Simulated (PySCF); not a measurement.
A calculated (r2SCAN, PySCF 2.14, aug-cc-pwCVTZ-DK3, scalar relativity by spin-free X2C-1e) atom or ion has these occupied shells.

| shell | electrons | orbital energy (eV) | rms radius, mean of both spins (bohr) |
| --- | --- | --- | --- |
| 1s α | 1 | -85353.5 | 0.0184 |
| 1s β | 1 | -85353.5 | 0.0184 |
| 2s β | 1 | -15233.5 | 0.0743 |
| 2s α | 1 | -15233.5 | 0.0743 |
| 2p α | 3 | -13169.1 | 0.0684 |
| 2p β | 3 | -13169.1 | 0.0684 |
| 3s α | 1 | -3656.5 | 0.189 |
| 3s β | 1 | -3656.5 | 0.189 |
| 3p α | 3 | -3056.1 | 0.192 |
| 3p β | 3 | -3056.1 | 0.192 |
| 3d α | 5 | -2402.7 | 0.176 |
| 3d β | 5 | -2402.7 | 0.176 |
| 4s α | 1 | -830.21 | 0.416 |
| 4s β | 1 | -830.17 | 0.416 |
| 4p α | 3 | -631.18 | 0.444 |
| 4p β | 3 | -631.13 | 0.444 |
| 4d α | 5 | -388.69 | 0.473 |
| 4d β | 5 | -388.63 | 0.473 |
| 5s α | 1 | -142.14 | 0.934 |
| 5s β | 1 | -142.07 | 0.934 |
| 4f α | 7 | -124.61 | 0.513 |
| 4f β | 7 | -124.55 | 0.513 |
| 5p α | 3 | -87.587 | 1.07 |
| 5p β | 3 | -87.519 | 1.07 |
| 5d α | 5 | -25.121 | 1.48 |
| 5d β | 5 | -24.609 | 1.48 |
| 6s α | 1 | -18.484 | 2.51 |
| 6p α | 1 | -10.033 | 3.30 |

Q: Name the element and its charge.

A: Tl⁺ (thallium, charge +1), in [Xe] 4f14 5d10 6s1 6p1, high-spin 3P determinant (an excited configuration).
